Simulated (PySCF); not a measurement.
# What a mistake does to a calculation on AlC2H8N

All numbers below are calculated, not measured. The program is PySCF 2.14.0, an open-source quantum chemistry code, run on an isolated molecule that a program drew, which may never have been made. The molecule is AlC2H8N (charge 0, singlet), drawn as the SMILES string `C[CH2][AlH][NH2]`.

Each row is a Hartree-Fock (HF) and frozen-core CCSD(T) single point in the cc-pV(D+d)Z basis, meant for a local HF minimum. Run 1 is clean. Each other run has one planted mistake out of seven kinds, and not every kind appears here: one electron removed, one electron added, multiplicity raised by two, geometry at a saddle point, minimal basis STO-3G, one bond length entered in bohr, all coordinates scaled. The reference is restricted for singlets and unrestricted otherwise, and also for a bond in bohr. Adding or removing an electron swaps singlet and doublet. Electrons count all cores. HOMO and LUMO are orbital energies over both spins, the gradient is its largest component, and the lowest frequency (negative if imaginary) is given only where the gradient is small. Bond lengths are over the 11 bonds as drawn. T1 is the CCSD diagnostic: over 0.02 (restricted) or 0.045 (unrestricted) a single reference is doubtful.

Geometry of the clean run:
```xyz
12
AlC2H8N, angstrom
C     0.0734   -1.1321    2.5862
C     1.3275   -1.6098    1.8367
Al    1.9012   -0.5680    0.2645
N     1.0016    0.8607   -0.2577
H    -0.8060   -1.1247    1.9355
H    -0.1635   -1.7728    3.4407
H     0.1968   -0.1153    2.9703
H     2.1781   -1.6551    2.5318
H     1.1891   -2.6508    1.5114
H     3.1785   -0.9680   -0.5828
H     0.1782    1.2293    0.1809
H     1.2409    1.4322   -1.0466
```

| run | electrons | basis functions | <S^2> | HOMO (eV) | LUMO (eV) | gradient (hartree/bohr) | lowest frequency (cm^-1) | mean bond (Å) | longest bond (Å) | T1 | HF (hartree) | CCSD(T) (hartree) | mistake |
|---|---|---|---|---|---|---|---|---|---|---|---|---|---|
| 1 | 40 | 105 | 0.000 | -10.40 | 2.69 | 1.0e-05 | 64 | 1.3042 | 1.971 | 0.0112 | -376.80400 | -377.40584 | no fault |
| 2 | 40 | 105 | 0.923 | -10.42 | 2.69 | 3.9e-02 | - | 1.4286 | 2.905 | 0.0236 | -376.68232 | -377.25094 | one bond length entered in bohr |
| 3 | 40 | 32 | 0.000 | -7.79 | 9.88 | 4.1e-02 | - | 1.3042 | 1.971 | 0.0121 | -372.26673 | -372.50457 | minimal basis STO-3G |
| 4 | 40 | 105 | 0.000 | -10.40 | 2.99 | 6.0e-02 | - | 1.2247 | 1.851 | 0.0098 | -376.75808 | -377.34829 | all coordinates scaled |
| 5 | 40 | 105 | 2.013 | -3.59 | -1.67 | 1.1e-01 | - | 1.3042 | 1.971 | 0.0363 | -376.58868 | -377.18084 | ? |
| 6 | 41 | 105 | 0.765 | 1.87 | 8.12 | 2.9e-02 | - | 1.3042 | 1.971 | 0.0113 | -376.71959 | -377.33498 | ? |

**Which mistake was planted in run 5, and what did it cost?**

Electrons, basis and geometry are unchanged, and <S^2> is 2.013, beside S(S+1) = 2.00 for a multiplicity of 3. So the mistake is: multiplicity raised by two. Subtracting run 1 and multiplying by 627.51 kcal/mol a hartree, the energy moved by 135.1 kcal/mol in HF and 141.2 kcal/mol in CCSD(T).

**Which mistake was planted in run 6, and what did it cost?**

It counts 41 electrons, one more than the clean run, at the same geometry and basis. So the mistake is: one electron added. Subtracting run 1 and multiplying by 627.51 kcal/mol a hartree, the energy moved by 53.0 kcal/mol in HF and 44.5 kcal/mol in CCSD(T).

Cautions from the logs. Run 6: the HOMO is above zero, so the electron isn't bound and the energy depends on the basis.
